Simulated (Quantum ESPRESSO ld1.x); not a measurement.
Problem. Radial electron density D(r) = 4 pi r^2 rho(r) of an atom or ion with 59 electrons. Calculated with ld1.x of Quantum ESPRESSO 7.5: scalar-relativistic Kohn-Sham, PBE, spin-unpolarised, spherical densities, point nucleus.

r (bohr)  D(r) (e/bohr)
0.001759          8.506
0.002048          10.78
0.002365          13.41
0.002754          16.79
0.003206          20.85
0.003732          25.66
0.004344          31.25
0.005058          37.60
0.005888          44.60
0.006854          52.04
0.00798           59.60
0.009289          66.80
0.01081           73.06
0.01259           77.78
0.01454           80.34
0.01693           80.74
0.01971           78.95
0.02294           75.74
0.02671           72.54
0.03109           71.16
0.03619           73.28
0.04214           79.64
0.04905           89.29
0.0571            99.39
0.06648           106.0
0.07739           105.8
0.0901            98.59
0.1041            88.51
0.1211            80.45
0.141             79.90
0.1642            86.33
0.1911            92.75
0.2225            90.36
0.259             75.98
0.3015            55.69
0.351             40.30
0.4087            36.20
0.4757            40.11
0.5538            43.15
0.6448            39.49
0.7446            30.92
0.8669            21.32
1.009             14.76
1.175             11.47
1.368             9.640
1.592             7.739
1.854             5.451
2.158             3.248
2.512             1.615
2.925            0.6677
3.405            0.2290
3.963           0.06495
4.577           0.01670
5.329          0.003441
6.204         0.0006193

What is the nuclear charge?

Solution. Z = 61. The innermost maximum, from 1s, lies near gamma/Z bohr with gamma = sqrt(1 - (Z/c)^2) = 0.895, here 0.0147 bohr (found: 0.0161), and its height grows with Z. The density is that of the promethium ion Pm2+ in [Xe] 4f5; the configuration itself is not fixed sharply by these data, and Z only to a few units. D(r) has 4 maxima, at r = 0.0161, 0.0714, 0.201, 0.554 bohr, and minima at 0.0308, 0.132, 0.399 bohr, inside which lie 1.94, 11.18, 29.10 electrons.
